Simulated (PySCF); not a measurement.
F2Ge, charge -1, doublet, geometry from GFN2-xTB (a state made from the parent by changing its charge; the spin is typed, not shown lowest) (in this run its highest filled SCF level lies above zero, so its values depend strongly on the basis, on diffuse functions most of all). Base run: BLYP/6-311G** in PySCF.

PySCF was given this input:
```python
from pyscf import gto, scf, dft

mol = gto.M(
    atom='''
Ge    0.012734   -0.009459    0.403809
F     0.851300    1.568473   -0.709098
F    -0.896577   -1.534842   -0.726669
''',
    basis='6-311g**',
    charge=-1,
    spin=1,
    verbose=4,
)

mf = dft.UKS(mol)
mf.xc = 'blyp'
mf.kernel()
mf.analyze()
```

The base run was repeated with changes; each row names its change, and settings that it needs were set with it.

```csv
change,ΔE vs base (µEh),grid points,electrons on the grid,outcome
base,0.0,49168,50.99997,converged
grids.radi_method = delley,44.8,51096,50.99997,converged
grids.prune = dft.gen_grid.treutler_prune,-0.2,45552,50.99997,converged
grids.level = 2,-39.9,36248,51.00003,converged
grids.prune = dft.gen_grid.sg1_prune,-,-,-,input refused
grids.level = 1,15.9,18016,50.99998,converged
grids.radi_method = gauss_chebyshev,-0.2,48528,50.99997,converged
grids.level = 5,-21.5,132496,51.00000,converged
"grids.atom_grid = (150, 974)",-21.3,230464,51.00000,converged
grids.level = 7,-21.4,264864,51.00000,converged
grids.level = 4,-16.5,87864,51.00000,converged
```

Open shells are given as the SCF converged; they aren't shown to be the lowest states, and a large step between rows can be another state.

- grids.prune = dft.gen_grid.sg1_prune: ended with `IndexError: index 32 is out of bounds for axis 0 with size 19`
